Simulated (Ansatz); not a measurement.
Two isomers of CH8OSiSn: A = `[SiH3]C[O][SnH3]`, B = `O[CH]([SiH3])[SnH3]`.

Isolated molecules relaxed with PBE0-D4/def2-TZVP in Ansatz; ΔE leaves out vibrations. CCSD(T)/CBS adds triple-zeta CCSD(T) − MP2 to the extrapolated MP2 energy (def2 sets, frozen cores). DFT in def2-TZVPP. B3LYP here is the variant with VWN-RPA as its local correlation; programs differ in this. def2 core potentials past Kr. For Sn outer-core shells are correlated without core-valence functions, which leaves a few kJ/mol of doubt a bond. One conformer a species, not always the lowest.

A:

Z-matrix (Å, degrees):
```
Si
C 1 1.889
H 1 1.491 2 109.5
H 1 1.486 2 110.1 3 119.8
H 1 1.486 2 110.1 3 -119.8
O 2 1.412 1 107.8 3 -180.0
H 2 1.102 1 109.1 3 57.8
H 2 1.102 1 109.1 3 -57.8
Sn 6 1.973 2 119.0 1 180.0
H 9 1.698 6 104.0 2 -179.9
H 9 1.708 6 106.9 2 59.6
H 9 1.709 6 106.9 2 -59.5
```

B:

```xyz
12

O     1.490    0.539   -0.961
C     0.466   -0.297   -0.435
Si   -1.138    0.076   -1.342
Sn    0.235   -0.006    1.716
H     2.324    0.325   -0.535
H     0.698   -1.362   -0.580
H    -1.533    1.491   -1.127
H    -2.184   -0.814   -0.765
H    -1.021   -0.184   -2.801
H     1.831    0.160    2.318
H    -0.522   -1.345    2.461
H    -0.644    1.417    2.051
```

(1) Which is lower in electronic energy at CCSD(T)/CBS, and by how much? (Estimate.)

(2) Give E(B) − E(A) in kJ/mol with B3LYP-D4, CCSD/def2-TZVPP, MP2/def2-TZVPP, B3LYP, CCSD(T)/def2-TZVPP, r2SCAN-D4, B2PLYP. (An estimate is asked.)

Largest T1 diagnostic: 0.014.

Results:

(1) Computed: A, by 40.9 kJ/mol.

(2) The calculation gave: B3LYP-D4 45.1, CCSD/def2-TZVPP 41.7, MP2/def2-TZVPP 38.9, B3LYP 48.8, CCSD(T)/def2-TZVPP 39.9, r2SCAN-D4 42.7, B2PLYP 47.5. None reverses the order clearly.

In def2-TZVPP, CCSD(T) changes the Hartree–Fock value by −20.5 kJ/mol (the triples alone add −1.9 kJ/mol) and MP2 by −21.4 kJ/mol. The D4 term adds −3.7 kJ/mol with B3LYP and −1.9 kJ/mol with PBE0; it sums over pairs of atoms, weighted by their polarisabilities, and B3LYP, whose exchange is more repulsive, gets the larger term.
